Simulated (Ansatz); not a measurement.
```yaml
crystal:
  periodic: [false, false, false]
  atoms:
    - {symbol: F, position_ang: [-0.886320, -1.161058, 0.636195]}
    - {symbol: Si, position_ang: [1.514504, -0.382957, 0.679241]}
    - {symbol: F, position_ang: [1.514504, -0.382957, 0.379241]}
    - {symbol: I, position_ang: [-0.591019, 1.347406, -1.531135]}
basis:
  gaussian: {orbitals: def2-SVPD, point_charges: [{charge: 2.00, position_ang: [5.455, -0.614, 0.401]}]}
magnetization: {spin_polarized: true, initial_magnetization: 3}
hamiltonian: {xc: {name: wB97X-V}}
output: {forces: true}
```

```sh
$ ansatz run in.yaml --threads 4 --pin off --events-out ev --progress --plain --max-ram 10444MiB
```

It prints (some lines left out):

```
Functional definition: wB97X-V
1126 factors; integrals over basis functions are off by at most 3.5e-4 eV
354 factors; integrals over basis functions are off by at most 4.0e-5 eV
mean field evaluation 1: about -19994.3216 eV, gradient 4.9e1 eV
mean field evaluation 2: about -19853.1422 eV, gradient 1.6e2 eV
mean field evaluation 4: about -20006.9604 eV, gradient 1.8e1 eV
mean field evaluation 8: about -20008.8825 eV, gradient 1.6e0 eV
mean field evaluation 16: about -20009.1787 eV, gradient 1.7e-1 eV
mean field evaluation 32: about -20009.2600 eV, gradient 2.5e-5 eV
mean field -20009.25998043 eV, -735.3267415174 hartree, gradient 5.6e-7 eV, S^2 3.773626; 6 other end points of the search recorded, 0 dependent functions left out
reference -20009.25997795 eV, -735.3267414262 hartree; 30, 27 occupied and 75, 78 virtual orbitals, 1126 factors
Total energy: -20009.25997795 eV, -735.3267414262 hartree
Atom 0 at    -0.886320    -1.161058     0.636195 Å, force     1.774433     0.771277     0.060545 eV/Å
Atom 1 at     1.514504    -0.382957     0.679241 Å, force     4.490117    -1.381586 10891.745230 eV/Å
Atom 2 at     1.514504    -0.382957     0.379241 Å, force    -5.005311     0.757200 -10892.645337 eV/Å
Atom 3 at    -0.591019     1.347406    -1.531135 Å, force     0.414548    -0.356247     0.361944 eV/Å
Dipole moment:    -1.066820     0.472494    -0.850021 e Å
```

In this input one atom was put on top of another. Self-consistency was reached. The result belongs to that input, not to the molecule as meant.
